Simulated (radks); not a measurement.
Ionisation of the tantalum ion Ta2+, [Xe] 4f14 5d3, to [Xe] 4f14 5d2 as the strength of local exchange is varied. All-electron calculation, scalar-relativistic Kohn-Sham, Slater X-alpha exchange (alpha = 2/3 is LDA exchange), no correlation, spin-unpolarised, spherical densities, point nucleus. Program: a radial shooting solver on a logarithmic mesh with Libxc functionals.

alpha,E(Ta2+) (hartree),exchange (hartree),IE (eV),-e of the level emptied (eV),<r> of it (bohr)
0.628,-15569.6739,-280.3545,22.037,16.858 (5d),2.036
0.667,-15587.1787,-298.1265,22.566,17.332 (5d),2.012
0.696,-15600.2089,-311.3688,22.965,17.691 (5d),1.994
0.703,-15603.3558,-314.5687,23.062,17.778 (5d),1.990
0.894,-15689.4867,-402.4011,25.824,20.285 (5d),1.886
0.929,-15705.3248,-418.6048,26.353,20.769 (5d),1.868
0.961,-15719.8204,-433.4490,26.844,21.219 (5d),1.852
1.048,-15759.3020,-473.9486,28.207,22.474 (5d),1.811

NIST Atomic Spectra Database: 23 +/- 1.6 eV (theoretical). The Delta-SCF value meets it near alpha = 0.71. Spin polarisation and multiplet splitting are left out, so open shells lie too high by an amount that depends on their filling. Spin-orbit splitting is averaged out at the scalar-relativistic level.

Beside tabulated values, note that spin-unpolarised runs miss the spin-polarisation part of the exchange energy of open shells.
